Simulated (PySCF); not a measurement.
## Structure elucidation problem

Molecular formula: C6H5ClSi. Simulated spectra:

1H NMR (400 MHz, computed): δ 7.34 (d, 1H), 6.97 (d, 1H), 4.58 (s, 2H), 3.34 (s, 1H).

13C{1H} NMR (computed): δ 162.3 (CH), 152.3 (C), 151.3 (CH), 125.6 (C), 96.5 (CH), 87.5 (C).

[PySCF 2.14: shielding tensors at PBE0/pcSseg-1 (GIAO); GFN2-xTB structure; fast rotation and ring inversion assumed for equivalent nuclei; in vacuum; one conformer; non-relativistic]

References, each an isolated molecule treated in the same way: 1H (σref 31.72), 13C (σref 186.93) against TMS.

Question: What is the structure?

Answer: 
The formula gives 5 degrees of unsaturation (1 ring in the answer). 6 carbon signals for 6 carbons: no two carbons are equivalent. Carbon types of the structure: 3 × C, 3 × CH, leaving 2 H on heteroatoms. δC 162.3, 151.3: alkene CH; an sp2 carbon of a C=C bond. δC 152.3, 125.6: fully substituted alkene carbon; the olefinic region. δC 96.5: terminal alkyne carbon; the triple bond shields along its axis, which puts it between sp3 and sp2 carbons. δC 87.5: alkyne carbon; sp carbons lie upfield of alkene carbons because the cylindrical π system leaves one tensor component strongly shielded. δH 7.34, 6.97: hydrogen on an alkene CH; a vinylic proton, deshielded by the sp2 carbon and the C=C anisotropy. δH 4.58: hydrogen on a silicon bonded to 2 C, in a 5-membered ring. δH 3.34: hydrogen on a terminal alkyne carbon; it lies on the axis of the triple bond, in its shielding cone.

Structure: `C#CC1=CC=C(Cl)[SiH2]1`.

The shifts were computed for this structure.

Carbons that carry Cl, above all several Cl atoms, come out too deshielded, partly because spin–orbit coupling is missing. Shifts are as computed. Against solution values, carbons near 30 ppm lie about +3 ppm off and those near 130 ppm about +5 ppm; carbons on Cl a further +6 ppm. Of 1211 compounds with measured shifts, 218 miss one by over three times the rms of a fit or turn the order of signals round; such compounds aren't used in these exercises. Multiplicities follow the n + 1 count of equivalent neighbours, as no J values were calculated; m marks all less simple cases, F and P coupling included.
